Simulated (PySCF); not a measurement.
**A single-point calculation**

[Y(SH)4]− (singlet). PySCF 2.14.0, RKS PBE, Y def2-SVP with ECP28, S def2-SVP, H def2-SVP; non-relativistic Hamiltonian with scalar-relativistic core potentials where named; density fitting; no spin-orbit coupling. Purpose: level PBE.

```python
mol = gto.M(atom='''
Y      0.00000    -0.00000     0.00010
S      1.62168     1.46093     1.44996
H      2.63779     0.90476     0.74669
S     -1.62168    -1.46093     1.44996
H     -2.63779    -0.90476     0.74669
S      1.46095    -1.62180    -1.44965
H      0.90412    -2.63753    -0.74705
S     -1.46095     1.62180    -1.44965
H     -0.90412     2.63753    -0.74705''',
    basis={'Y': 'def2-SVP', 'S': 'def2-SVP', 'H': 'def2-SVP'},
    ecp={'Y': 'def2-SVP'},
    charge=-1, spin=0)
mf = dft.RKS(mol, xc='PBE')
mf.grids.atom_grid = (75, 302)
mf = mf.density_fit()  # fitting sets: Y def2-universal-JKFIT, S def2-universal-JKFIT, H def2-universal-JKFIT
mf.conv_tol = 1e-08; mf.max_cycle = 55
mf.kernel(dm0)  # dm0: converged density of the relaxed state
mf.nuc_grad_method().kernel()
```

Run from Python with OMP_NUM_THREADS=2; the lines above give its settings. Where DIIS fails, smearing, a level shift and second-order steps follow.
It took 13 s on 2 threads of AMD EPYC 7R43 64-Core Processor (Zen 3), on a shared host, from an already converged density.

(1) Where do the frontier levels lie, over both spins?

(2) What does the SCF print?

(3) What are the Mulliken charges and spins?

(4) What forces act on the atoms (eV/Å)?

The geometry was relaxed with PBE0 (Y def2-SVP with ECP28, S def2-SVP, H def2-SVP).

Answers

(1) HOMO -1.85 eV, LUMO 2.43 eV. 

(2) 
```
init E= -1632.60423544343
cycle= 1 E= -1632.60510658791  delta_E= -0.000871  |g|= 0.0876  |ddm|= 0.286
cycle= 2 E= -1632.59383009017  delta_E= 0.0113  |g|= 0.191  |ddm|= 0.422
cycle= 3 E= -1632.60799228095  delta_E= -0.0142  |g|= 0.00621  |ddm|= 0.293
cycle= 4 E= -1632.60800456889  delta_E= -1.23e-05  |g|= 0.00121  |ddm|= 0.0125
cycle= 5 E= -1632.60800501696  delta_E= -4.48e-07  |g|= 0.000481  |ddm|= 0.00234
cycle= 6 E= -1632.6080050951  delta_E= -7.81e-08  |g|= 5.63e-05  |ddm|= 0.000719
cycle= 7 E= -1632.60800509632  delta_E= -1.22e-09  |g|= 1.02e-05  |ddm|= 8.62e-05
Extra cycle  E= -1632.60800509631  delta_E= 1.18e-11  |g|= 1.12e-05  |ddm|= 2.78e-05
converged SCF energy = -1632.60800509631
```

(3) 
```
atom  charge (e)  spin (e)
  Y1       0.309     0.000
  S2      -0.408     0.000
  H3       0.081     0.000
  S4      -0.408     0.000
  H5       0.081     0.000
  S6      -0.408     0.000
  H7       0.081     0.000
  S8      -0.408     0.000
  H9       0.081     0.000
```

(4) 
```
Y    0.00  0.00  0.00
S   -0.15  0.16  0.20
H    0.19 -0.11 -0.15
S    0.15 -0.16  0.20
H   -0.19  0.11 -0.15
S    0.16  0.16 -0.20
H   -0.12 -0.19  0.15
S   -0.16 -0.16 -0.20
H    0.12  0.19  0.15
```
Forces carry noise of the integration grid, about 0.01 to 0.03 eV/Å.
